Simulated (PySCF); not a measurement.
Species: C6H3OS (charge -1).
Atom-mapped SMILES: `[CH:1]#[C:2][c:3]1[cH:4][cH:5][s:6][c:7]1[O-:8]` (hydrogens: H9 on C1; H10 on C4; H11 on C5)

Computed geometry: GFN2-xTB, gas phase.

Q: Give the optimised bond lengths and angles.

A: 
| bond | length (Å) |
| --- | --- |
| C1≡C2 | 1.205 |
| C2–C3 | 1.400 |
| C3–C4 | 1.420 |
| C4–C5 | 1.349 |
| C5–S6 | 1.745 |
| S6–C7 | 1.857 |
| C7–O8 | 1.224 |
| C3–C7 | 1.399 |
| C1–H9 | 1.050 |
| C4–H10 | 1.081 |
| C5–H11 | 1.074 |

A selection of angles:
| angle | degrees |
| --- | --- |
| C2–C1–H9 | 178.6 |
| C1–C2–C3 | 178.2 |
| C2–C3–C4 | 123.1 |
| C2–C3–C7 | 121.6 |
| C4–C3–C7 | 115.3 |
| C3–C4–C5 | 114.6 |
| C3–C4–H10 | 122.0 |
| C5–C4–H10 | 123.4 |
| C4–C5–S6 | 112.3 |
| C4–C5–H11 | 128.9 |
| S6–C5–H11 | 118.8 |
| C5–S6–C7 | 91.4 |
| S6–C7–O8 | 120.1 |
| C3–C7–S6 | 106.4 |
| C3–C7–O8 | 133.5 |

C3 (substituted aromatic carbon) is planar (angles 123.1°, 121.6° and 115.3°, sum 360.0°, 0.00 Å off the plane of its three neighbours). C7 (aromatic carbon bearing oxygen) is planar (angles 133.5°, 120.1° and 106.4°, sum 360.0°, 0.00 Å off the plane of its three neighbours). The 5 C–C bonds span 1.205 Å (C1≡C2, drawn triple) to 1.420 Å (C3–C4, aromatic), a spread of 0.215 Å. S6 (thiophene-type sulfur) is bent (angle 91.4°). The 8 heavy atoms lie in one plane (0.001 Å rms). The C–S distances run from 1.745 Å (C5–S6, aromatic) to 1.857 Å (S6–C7, aromatic), a spread of 0.112 Å. C4 (aromatic CH carbon) is planar (angles 123.4°, 122.0° and 114.6°, sum 360.0°, 0.00 Å off the plane of its three neighbours).

Point group: Cs (every atom within 0.08 Å of its image). Stationary, but not proved a minimum.
